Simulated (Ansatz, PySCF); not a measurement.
C4H9O, SMILES C[CH]OCC, multiplicity 2. Atoms are numbered in the order given.

```xyz
14

C      2.4274     0.2142    -0.2824
C      1.1933    -0.1453     0.4628
O      0.0325     0.0466    -0.2171
C     -1.1631    -0.2333     0.4905
C     -2.3440     0.0600    -0.4123
H      2.4378    -0.2653    -1.2760
H      2.5198     1.3078    -0.4550
H      3.3217    -0.1116     0.2703
H      1.1395    -0.0397     1.5564
H     -1.2055     0.3872     1.4081
H     -1.1642    -1.2919     0.8133
H     -3.2895    -0.1465     0.1126
H     -2.3034    -0.5650    -1.3175
H     -2.3406     1.1158    -0.7244
```
Charge 0, spin multiplicity 2.

The structure is a stationary point at B3LYP-D3(BJ)/def2-SVP. The isomer is the one that the SMILES or the coordinates give; other isomers of the formula were not compared. The values are those of a single conformer.

Two levels are set side by side: PBE-D3(BJ)/def2-SVP (Ansatz, a first-principles code) and B3LYP-D3(BJ)/def2-SVP (Ansatz). Each level has its own optimised geometry; the coordinates shown are those of the second. Frequencies come from the Hessian of PySCF at each geometry. Differences are taken from unrounded values.

| quantity | B3LYP-D3(BJ) |
|---|---|
| mean bond length (Å) | 1.208 |
| bond C1–C2 (Å) | 1.486 |
| bond C2–O3 (Å) | 1.359 |
| bond O3–C4 (Å) | 1.417 |
| bond C4–C5 (Å) | 1.515 |
| bond C1–H6 (Å) | 1.103 |
| bond C1–H7 (Å) | 1.111 |
| bond C1–H8 (Å) | 1.101 |
| bond C2–H9 (Å) | 1.100 |
| bond C4–H10 (Å) | 1.109 |
| bond C4–H11 (Å) | 1.107 |
| bond C5–H12 (Å) | 1.101 |
| bond C5–H13 (Å) | 1.101 |
| bond C5–H14 (Å) | 1.101 |
| highest harmonic wavenumber (cm⁻¹) | 3129 |
| mean harmonic wavenumber (cm⁻¹) | 1486 |
| zero-point energy (kcal/mol) | 76.48 |

Question: What does PBE-D3(BJ) give, and how far is it from B3LYP-D3(BJ)? (Estimate from the structure and the level; the computed values follow.)

Answer: 
```csv
quantity,PBE-D3(BJ),PBE-D3(BJ) minus B3LYP-D3(BJ)
mean bond length (Å),1.215,0.007
bond C1–C2 (Å),1.485,-0.001
bond C2–O3 (Å),1.365,0.006
bond O3–C4 (Å),1.424,0.006
bond C4–C5 (Å),1.517,0.002
bond C1–H6 (Å),1.111,0.008
bond C1–H7 (Å),1.120,0.009
bond C1–H8 (Å),1.108,0.007
bond C2–H9 (Å),1.108,0.008
bond C4–H10 (Å),1.118,0.009
bond C4–H11 (Å),1.116,0.009
bond C5–H12 (Å),1.108,0.007
bond C5–H13 (Å),1.108,0.007
bond C5–H14 (Å),1.108,0.007
highest harmonic wavenumber (cm⁻¹),3080,-49
mean harmonic wavenumber (cm⁻¹),1446,-40
zero-point energy (kcal/mol),74.44,-2.04
```

Exact exchange shortens and stiffens bonds; PBE has none. Differences between two approximate levels are no errors against the true value.
